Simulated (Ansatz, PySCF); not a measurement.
Gas-phase reaction in SMILES: OB(O)Cl + 3 [H][H] (H2) → B (BH3) + Cl (HCl) + 2 O (H2O)
Structures are relaxed separately at B3LYP-D3(BJ)/def2-TZVP in Ansatz (a quantum-chemistry and plane-wave program), one conformer each, not searched for the lowest. Frequencies are from Ansatz or PySCF.

Property: energy of full hydrogenation (enthalpy at 298 K, with B3LYP-D3(BJ) rigid-rotor harmonic-oscillator terms), in kJ/mol. Cores are frozen in the correlated levels unless marked. No spin-orbit coupling. Non-relativistic. CBS(X,Y): correlation extrapolated as X^-3; Hartree-Fock from the larger set.

CCSD(T)/CBS(cc-pV(T+d)Z,cc-pV(Q+d)Z) (Ansatz) gives 319.5 kJ/mol.

Problem. Another calculation gave 339.4 kJ/mol. Which level was it?
A. r2SCAN/def2-TZVPD (Ansatz)
B. HF/def2-TZVPD (PySCF)
C. TPSSh/def2-TZVPD (PySCF)
D. LC-wPBE/def2-TZVPD (Ansatz)

Solution. A, r2SCAN/def2-TZVPD (Ansatz). The others give 308.1 (LC-wPBE), 325.0 (TPSSh), 283.0 (HF) kJ/mol.
